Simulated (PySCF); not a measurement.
**Radial density of Br³⁺ (bromine, charge +3)**

UHF, [Ar] 3d10 4s2 4p2, high-spin 3P determinant. Calculation: PySCF 2.14, in aug-cc-pV5Z-PP with ECP10MDF; a scalar-relativistic core potential. This is the valence pseudo-density: the core potential removes the inner electrons and smooths the orbitals near the nucleus.

| r (bohr) | 4πr²ρ (e/bohr) | 4πr²(ρα − ρβ) |
| --- | --- | --- |
| 0.000601 | 2.885e-05 | 0.0000 |
| 0.00101 | 8.058e-05 | 0.0000 |
| 0.00170 | 0.0002211 | 0.0000 |
| 0.00286 | 0.0005889 | 0.0000 |
| 0.00481 | 0.001517 | 0.0000 |
| 0.00809 | 0.003662 | 0.0000 |
| 0.0136 | 0.008034 | 0.0000 |
| 0.0229 | 0.01547 | 0.0000 |
| 0.0385 | 0.03013 | 0.0000 |
| 0.0647 | 0.1260 | 0.0002 |
| 0.109 | 1.009 | 0.0012 |
| 0.183 | 6.238 | 0.0213 |
| 0.308 | 23.48 | 0.2012 |
| 0.518 | 33.11 | 0.1721 |
| 0.872 | 10.48 | 0.2005 |
| 1.47 | 3.598 | 1.4450 |
| 2.47 | 0.8839 | 0.5475 |
| 4.15 | 0.01465 | 0.0114 |

Energies and moments cover only the electrons outside the core potential.
